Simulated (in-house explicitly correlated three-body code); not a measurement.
Computed with an exponentially correlated three-body code. Model: two electrons around a point charge, non-relativistic, variational in 260 exponentially correlated functions (energies converged to about 1e-7 hartree, or 1e-8 relative for large Z), ground state as one setting changes.

Given: nuclear charge 20.

```json
{"Yukawa screening of all interactions (1/bohr)": "0.04", "ground energy (hartree)": "-386.099587", "binding of second electron (eV)": "5085.8", "mean radius (bohr)": "0.076436", "mean distance of electrons (bohr)": "0.112", "mean cosine of angle": "-0.0066547"}
{"Yukawa screening of all interactions (1/bohr)": "0.1", "ground energy (hartree)": "-383.771912", "binding of second electron (eV)": "5054.9", "mean radius (bohr)": "0.076438", "mean distance of electrons (bohr)": "0.11201", "mean cosine of angle": "-0.0066545"}
{"Yukawa screening of all interactions (1/bohr)": "0.2", "ground energy (hartree)": "-379.915752", "binding of second electron (eV)": "5003.8", "mean radius (bohr)": "0.076444", "mean distance of electrons (bohr)": "0.11202", "mean cosine of angle": "-0.0066538"}
{"Yukawa screening of all interactions (1/bohr)": "0.4", "ground energy (hartree)": "-372.289789", "binding of second electron (eV)": "4902.7", "mean radius (bohr)": "0.076466", "mean distance of electrons (bohr)": "0.11205", "mean cosine of angle": "-0.0066512"}
{"Yukawa screening of all interactions (1/bohr)": "0.7", "ground energy (hartree)": "-361.062681", "binding of second electron (eV)": "4753.9", "mean radius (bohr)": "0.076527", "mean distance of electrons (bohr)": "0.11214", "mean cosine of angle": "-0.0066442"}
{"Yukawa screening of all interactions (1/bohr)": "1", "ground energy (hartree)": "-350.083651", "binding of second electron (eV)": "4608.4", "mean radius (bohr)": "0.076619", "mean distance of electrons (bohr)": "0.11228", "mean cosine of angle": "-0.0066339"}
{"Yukawa screening of all interactions (1/bohr)": "1.5", "ground energy (hartree)": "-332.319236", "binding of second electron (eV)": "4373.1", "mean radius (bohr)": "0.076836", "mean distance of electrons (bohr)": "0.11262", "mean cosine of angle": "-0.00661"}
{"Yukawa screening of all interactions (1/bohr)": "2", "ground energy (hartree)": "-315.198913", "binding of second electron (eV)": "4146.4", "mean radius (bohr)": "0.077131", "mean distance of electrons (bohr)": "0.11307", "mean cosine of angle": "-0.0065786"}
{"Yukawa screening of all interactions (1/bohr)": "3", "ground energy (hartree)": "?", "binding of second electron (eV)": "?", "mean radius (bohr)": "?", "mean distance of electrons (bohr)": "?", "mean cosine of angle": "?"}
{"Yukawa screening of all interactions (1/bohr)": "4", "ground energy (hartree)": "-252.701088", "binding of second electron (eV)": "3319.2", "mean radius (bohr)": "0.079027", "mean distance of electrons (bohr)": "0.11597", "mean cosine of angle": "-0.0063922"}
{"Yukawa screening of all interactions (1/bohr)": "5", "ground energy (hartree)": "-224.774807", "binding of second electron (eV)": "2949.9", "mean radius (bohr)": "0.080401", "mean distance of electrons (bohr)": "0.11807", "mean cosine of angle": "-0.0062692"}
{"Yukawa screening of all interactions (1/bohr)": "6", "ground energy (hartree)": "?", "binding of second electron (eV)": "?", "mean radius (bohr)": "?", "mean distance of electrons (bohr)": "?", "mean cosine of angle": "?"}
{"Yukawa screening of all interactions (1/bohr)": "8", "ground energy (hartree)": "-152.854617", "binding of second electron (eV)": "2000.2", "mean radius (bohr)": "0.086425", "mean distance of electrons (bohr)": "0.1273", "mean cosine of angle": "-0.0058035"}
{"Yukawa screening of all interactions (1/bohr)": "10", "ground energy (hartree)": "-113.872444", "binding of second electron (eV)": "1486.4", "mean radius (bohr)": "0.092462", "mean distance of electrons (bohr)": "0.13658", "mean cosine of angle": "-0.0054187"}
{"Yukawa screening of all interactions (1/bohr)": "12", "ground energy (hartree)": "-81.3752839", "binding of second electron (eV)": "1059.1", "mean radius (bohr)": "0.10089", "mean distance of electrons (bohr)": "0.14959", "mean cosine of angle": "-0.0049721"}
{"Yukawa screening of all interactions (1/bohr)": "14", "ground energy (hartree)": "-54.889084", "binding of second electron (eV)": "711.73", "mean radius (bohr)": "0.11307", "mean distance of electrons (bohr)": "0.16847", "mean cosine of angle": "-0.0044553"}
{"Yukawa screening of all interactions (1/bohr)": "16", "ground energy (hartree)": "-34.0109881", "binding of second electron (eV)": "438.9", "mean radius (bohr)": "0.13178", "mean distance of electrons (bohr)": "0.19764", "mean cosine of angle": "-0.0038531"}
```

Task: What follows for Yukawa screening of all interactions = 6?

Result: ground energy -198.893701 hartree; binding of second electron 2607.9 eV; mean radius 0.082072 bohr; mean distance of electrons 0.12062 bohr; mean cosine of angle -0.0061293.

Task: What follows for Yukawa screening of all interactions = 3?

Result: ground energy -282.794824 hartree; binding of second electron 3717.4 eV; mean radius 0.077938 bohr; mean distance of electrons 0.1143 bohr; mean cosine of angle -0.0064964.
